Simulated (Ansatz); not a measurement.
Ge4NH15O, singlet: at the end structure of a reaction step.

The input file, in.yaml:

```yaml
crystal:
  periodic: [false, false, false]
  atoms:
    - {symbol: Ge, position_ang: [-1.611534, 0.311803, -0.034256]}
    - {symbol: Ge, position_ang: [2.908806, -0.662031, -0.601854]}
    - {symbol: Ge, position_ang: [-0.709628, -0.805117, 1.927683]}
    - {symbol: Ge, position_ang: [-2.084558, -1.263443, -1.831157]}
    - {symbol: H, position_ang: [-2.911065, 1.064621, 0.324680]}
    - {symbol: H, position_ang: [0.460567, 2.102944, 1.002831]}
    - {symbol: N, position_ang: [-0.446251, 1.672828, -0.593351]}
    - {symbol: H, position_ang: [2.986713, 0.525442, 0.360028]}
    - {symbol: O, position_ang: [0.937724, 1.976726, 1.848130]}
    - {symbol: H, position_ang: [3.047801, -1.986864, 0.157159]}
    - {symbol: H, position_ang: [1.543718, -0.651057, -1.316296]}
    - {symbol: H, position_ang: [4.008095, -0.564504, -1.670041]}
    - {symbol: H, position_ang: [-0.960094, -0.005231, 3.210189]}
    - {symbol: H, position_ang: [-1.466580, -2.147487, 2.035454]}
    - {symbol: H, position_ang: [0.781371, -1.112444, 1.754240]}
    - {symbol: H, position_ang: [-3.167671, -2.268210, -1.402631]}
    - {symbol: H, position_ang: [-0.812356, -2.045562, -2.200434]}
    - {symbol: H, position_ang: [-2.573615, -0.519922, -3.088058]}
    - {symbol: H, position_ang: [-0.920750, 2.366888, -1.157472]}
    - {symbol: H, position_ang: [0.326209, 1.311596, -1.140563]}
    - {symbol: H, position_ang: [0.663099, 2.698928, 2.415819]}
basis:
  gaussian: {orbitals: STO-3G}
hamiltonian: {xc: hf}
```

Command:

```bash
ansatz run in.yaml --threads 11 --pin off --events-out ev --progress --plain --max-ram 174080MiB --backend cpu
```

The run's output (Ansatz 0.2.0):

```
Functional definition: HF
  name "HF"
  cite "Fock, Z. Phys. 61, 126 (1930) doi:10.1007/BF01340294"
  parent pbe
  exchange = exact_x
  correlation = 0
1077 factors; integrals over basis functions are off by at most 4.7e-5 eV
mean field evaluation 1: about -227032.2528 eV, gradient 2.4e1 eV
mean field evaluation 2: about -227032.3393 eV, gradient 2.4e1 eV
mean field evaluation 4: about -227034.5847 eV, gradient 1.4e0 eV
mean field evaluation 8: about -227034.5966 eV, gradient 2.6e-2 eV
mean field -227034.59660384 eV, -8343.3675356143 hartree, gradient 7.6e-6 eV, S^2 0.000000; 0 other end points of the search recorded, 0 dependent functions left out
reference -227034.59660384 eV, -8343.3675356143 hartree; 79, 79 occupied and 18, 18 virtual orbitals, 1077 factors
Total energy: -227034.59660384 eV, -8343.3675356143 hartree
```

The run took 0.91 s on 11 CPU threads of an AMD EPYC 7R13 (shared host), with 1.3 GiB of host memory at its peak.
